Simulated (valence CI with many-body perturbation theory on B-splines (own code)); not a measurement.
## Tm XLIX: calculated level list

Calculated by relativistic CI+MBPT: three valence electrons over a frozen Dirac-Fock core [Ar], radial functions for each j: 7 s, 7 p, 8 d, 6 f, 4 g, 1 h, with the one-electron correlation potential Σ1 (screened to all orders), the two-electron term Σ2, the three-electron term Σ3, Breit, model QED; selected single and double excitations, second order for the rest, scaled by the run's own slope (own B-spline code, finite nucleus).

The last digits are not significant, and no measured levels were compared; by estimate large intervals hold to a few tenths of a per cent, small ones and those within an open d or f shell to about a per cent. Only levels of the ground parity were solved; by the run's estimate the other parity begins above the list, which can be wrong where configurations are misplaced.

Levels 1 to 19 of 19, with energies above the lowest level, (3d3/2^3) J=3/2. "Leading %" is the weight of the configuration and term that name the level; weights of strongly mixed levels are sums over their largest components and can fall short. In the jj column 3d3/2^4 stands for four electrons in 3d with j = 3/2.

| No. | Configuration | Term | J | E (cm⁻¹) | Leading % | g | Leading jj | Second component |
| --- | --- | --- | --- | --- | --- | --- | --- | --- |
| 1 | 3d³ | ⁴F | 3/2 | 0 | 47 | 0.702 | 3d3/2^3 (98 %) | 38 % 3d³ ²D |
| 2 | 3d³ | ⁴F | 5/2 | 365950 | 83 | 1.050 | 3d3/2^2 3d5/2 (99 %) | 15 % 3d³ ²D |
| 3 | 3d³ | ⁴P | 3/2 | 414250 | 39 | 1.181 | 3d3/2^2 3d5/2 (98 %) | 31 % 3d³ ⁴F |
| 4 | 3d³ | ²G | 7/2 | 439140 | 48 | 1.043 | 3d3/2^2 3d5/2 (96 %) | 35 % 3d³ ⁴F |
| 5 | 3d³ | ²H | 9/2 | 441710 | 44 | 1.041 | 3d3/2^2 3d5/2 (99 %) | 42 % 3d³ ²G |
| 6 | 3d³ | ⁴P | 1/2 | 452990 | 58 | 1.824 | 3d3/2^2 3d5/2 (100 %) | 42 % 3d³ ²P |
| 7 | 3d³ | ²D | 5/2 | 618250 | 40 | 1.267 | 3d3/2^2 3d5/2 (93 %) | 38 % 3d³ ⁴P |
| 8 | 3d³ | ⁴F | 7/2 | 798290 | 63 | 1.106 | 3d3/2 3d5/2^2 (98 %) | 34 % 3d³ ²G |
| 9 | 3d³ | ⁴F | 9/2 | 830710 | 52 | 1.131 | 3d3/2 3d5/2^2 (97 %) | 42 % 3d³ ²H |
| 10 | 3d³ | ⁴P | 3/2 | 868890 | 41 | 1.115 | 3d3/2 3d5/2^2 (99 %) | 38 % 3d³ ²D |
| 11 | 3d³ | ²P | 1/2 | 890290 | 58 | 1.494 | 3d3/2 3d5/2^2 (100 %) | 42 % 3d³ ⁴P |
| 12 | 3d³ | ²H | 11/2 | 902530 | 100 | 1.081 | 3d3/2 3d5/2^2 (100 %) |  |
| 13 | 3d³ | ²D | 5/2 | 906850 | 45 | 1.262 | 3d3/2 3d5/2^2 (93 %) | 32 % 3d³ ⁴P |
| 14 | 3d³ | ²F | 5/2 | 964280 | 43 | 1.101 | 3d3/2 3d5/2^2 (97 %) | 40 % 3d³ ²D |
| 15 | 3d³ | ²F | 7/2 | 972760 | 81 | 1.090 | 3d3/2 3d5/2^2 (98 %) | 17 % 3d³ ²G |
| 16 | 3d³ | ²D | 3/2 | 1112700 | 73 | 0.917 | 3d3/2 3d5/2^2 (92 %) | 21 % 3d³ ²P |
| 17 | 3d³ | ²G | 9/2 | 1260900 | 51 | 1.152 | 3d5/2^3 (98 %) | 35 % 3d³ ⁴F |
| 18 | 3d³ | ²D | 3/2 | 1367700 | 49 | 1.101 | 3d5/2^3 (93 %) | 37 % 3d³ ²P |
| 19 | 3d³ | ²D | 5/2 | 1442100 | 60 | 1.157 | 3d5/2^3 (96 %) | 23 % 3d³ ²F |

The ionisation energy to 3d² ³F2 of the next ion comes out as 4200.3 eV (NIST: 4199 ± 4 eV (theoretical)). All 19 levels together are meant to be complete up to 1499800 cm⁻¹.
